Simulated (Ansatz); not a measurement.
`[BH2][AlH][CH2]CO` + CH₄ → `CCCO` + `[BH2][AlH2]`  (formal exchange of groups at a C–Al bond)

Gas-phase electronic energies from Ansatz, PBE0-D4/def2-TZVP geometries. CCSD(T)/CBS adds triple-zeta CCSD(T) − MP2 to the extrapolated MP2 energy (def2 sets, frozen cores). This one scheme is used for every species. DFT in def2-TZVPP. B3LYP here is the variant with VWN-RPA as its local correlation; programs differ in this. HSE06 is defined as in plane-wave codes. One conformer a species, not always the lowest.

`[BH2][AlH][CH2]CO`:

Z-matrix (Å, degrees):
```
C
Al 1 1.972
C 1 1.514 2 116.5
H 1 1.100 2 107.0 3 124.0
H 1 1.099 2 107.3 3 -123.4
B 2 2.119 1 122.5 3 1.1
H 2 1.597 1 117.0 3 -179.0
O 3 1.416 1 114.0 2 -174.3
H 3 1.094 1 110.7 2 -56.4
H 3 1.101 1 110.1 2 61.3
H 6 1.201 2 123.1 1 89.2
H 6 1.201 2 122.9 1 -90.9
H 8 0.961 3 107.9 1 -52.2
```

CH₄:

```xyz
5

C     0.000    0.000    0.000
H     0.232    1.055   -0.140
H    -0.094   -0.483   -0.972
H    -0.938   -0.097    0.546
H     0.800   -0.476    0.566
```

`CCCO`:

```xyz
12

C     0.252    1.485    0.236
C     0.287    0.138   -0.464
C    -0.534   -0.910    0.261
O    -0.561   -2.156   -0.401
H     0.640    1.413    1.256
H     0.853    2.226   -0.294
H    -0.769    1.870    0.299
H     1.324   -0.212   -0.543
H    -0.090    0.228   -1.488
H    -0.167   -1.021    1.293
H    -1.577   -0.587    0.327
H     0.342   -2.473   -0.482
```

`[BH2][AlH2]`:

Z-matrix (Å, degrees):
```
B
Al 1 2.115
H 1 1.200 2 122.9
H 1 1.200 2 122.9 3 -180.0
H 2 1.594 1 121.0 3 90.1
H 2 1.594 1 121.0 3 -89.9
```

Problem. Is it downhill or uphill in electronic energy at CCSD(T)/CBS, and by how much? (Estimate.)

Solution. The calculation gave: Uphill: ΔE = +41.6 kJ/mol.

Problem. What do these levels give: PBE-D4, revPBE-D4, B3LYP-D4, BHLYP-D4, CAM-B3LYP-D4, HSE06? (An estimate is asked.)

Solution. Ansatz gave: PBE-D4 46.3, revPBE-D4 43.2, B3LYP-D4 43.2, BHLYP-D4 39.1, CAM-B3LYP-D4 39.5, HSE06 41.2 kJ/mol.

Problem. What do rigid-rotor, harmonic-oscillator terms from PBE0-D4/def2-TZVP frequencies (298.15 K, 1 bar) make of the CCSD(T)/CBS value? (Best estimate.)

Solution. Ansatz gave: ΔZPE = +0.9 kJ/mol, ΔH = +38.9 kJ/mol, ΔS = 0 J/(mol·K), ΔG = +39.0 kJ/mol. Modes under 50 cm⁻¹ make the entropy rough.

Largest T1 diagnostic among the species: 0.011.

In def2-TZVPP, CCSD(T) changes the Hartree–Fock value by +13.1 kJ/mol (the triples alone add +2.5 kJ/mol) and MP2 by +16.7 kJ/mol. From r2SCAN to r2SCAN0 (25 % exact exchange), in def2-TZVPP and without D4, ΔE moves by −3.7 kJ/mol.
